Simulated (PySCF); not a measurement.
3-methylthiophene (C5H6S), SMILES s1ccc(c1)C.

Geometry optimised at PBE0-D3(BJ)/def2-SVP.

Two levels are set side by side: TDA-PBE/def2-SVPD (PySCF) and TDA-PBE0/def2-SVPD (PySCF). Vertical, same geometry. The lowest singlet is HOMO−1→LUMO 38 %, HOMO→LUMO 34 %, HOMO→LUMO+3 20 % with PBE and HOMO→LUMO 45 %, HOMO−1→LUMO 34 %, HOMO→LUMO+4 14 % with the other functional; states are paired by order. Differences are taken from unrounded values.

| quantity | TDA-PBE0 |
|---|---|
| lowest singlet excitation (eV) | 5.85 |
| lowest triplet excitation (TDA) (eV) | 3.78 |
| first bright state (f over 0.05) (eV) | 5.85 |
| its oscillator strength | 0.08 |

Problem. What does TDA-PBE give, and how far is it from TDA-PBE0? (An estimate is asked for; the answer gives what the named calculation found.)

Solution. 
| quantity | TDA-PBE | TDA-PBE minus TDA-PBE0 |
|---|---|---|
| lowest singlet excitation (eV) | 5.54 | -0.31 |
| lowest triplet excitation (TDA) (eV) | 3.85 | 0.07 |
| first bright state (f over 0.05) (eV) | 5.54 | -0.31 |
| its oscillator strength | 0.06 | -0.03 |

Functionals without exact exchange tend to place singlet excitations lower, as here. Differences between two approximate levels are no errors against the true value.

Rough cost on one machine, each run with all the roots and properties that it gave: TDA-PBE0 against TDA-PBE about 2 times.
